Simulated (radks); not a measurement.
Ionisation ladder of cadmium, from Cd I to Cd IX. Each ion is in the ground configuration listed by NIST, and IE = E(next ion) - E(this ion). All-electron calculation, Dirac Kohn-Sham, PBE, spin-unpolarised, spherical densities, point nucleus; open shells fill j = l - 1/2 first. Program: a radial shooting solver on a logarithmic mesh with Libxc functionals.

| species | configuration | E (hartree) | IE, Delta-SCF (eV) | -e(HOMO) (eV) | HOMO | <r> HOMO (bohr) | IE, NIST (eV) | kind | error (eV) |
|---|---|---|---|---|---|---|---|---|---|
| Cd I | [Kr] 4d10 5s2 | -5596.03519 | 9.274 | 5.660 | 5s1/2 | 2.90 | 8.994 | exp. | +0.280 |
| Cd II | [Kr] 4d10 5s1 | -5595.69438 | 17.127 | 13.057 | 5s1/2 | 2.65 | 16.908 | exp. | +0.219 |
| Cd III | [Kr] 4d10 | -5595.06498 | 37.698 | 30.153 | 4d5/2 | 1.26 | 37.47 | exp. | +0.230 |
| Cd IV | [Kr] 4d9 | -5593.67961 | 53.701 | 45.480 | 4d5/2 | 1.20 | 51 | theory | +2.701 |
| Cd V | [Kr] 4d8 | -5591.70613 | 70.928 | 62.125 | 4d5/2 | 1.16 | 68 | theory | +3.028 |
| Cd VI | [Kr] 4d7 | -5589.09956 | 89.234 | 79.911 | 4d5/2 | 1.12 | 87 | theory | +2.234 |
| Cd VII | [Kr] 4d6 | -5585.82028 | 108.51 | 98.719 | 4d5/2 | 1.08 | 105 | theory | +3.5 |
| Cd VIII | [Kr] 4d5 | -5581.83244 | 128.69 | 118.46 | 4d5/2 | 1.05 | 130 | theory | -1.4 |
| Cd IX | [Kr] 4d4 | -5577.10302 | 150.85 | 140.14 | 4d3/2 | 1.02 | 150 | theory | +0.9 |

Reference values: NIST Atomic Spectra Database (exp. = measured, semi-emp. = semi-empirical, theory = theoretical value adopted there). Errors are taken from the NIST values before rounding. The ionisation energy per charge of the ion left behind rises most, in proportion, at Cd III ([Kr] 4d10), from 8.563 to 12.566 eV. Against the entries that are not theoretical the mean signed error is +1.7 % and the largest +3.1 %. Spin polarisation and multiplet splitting are left out, so open shells lie too high by an amount that depends on their filling.

Beside tabulated values, note that spin-unpolarised runs miss the spin-polarisation part of the exchange energy of open shells.
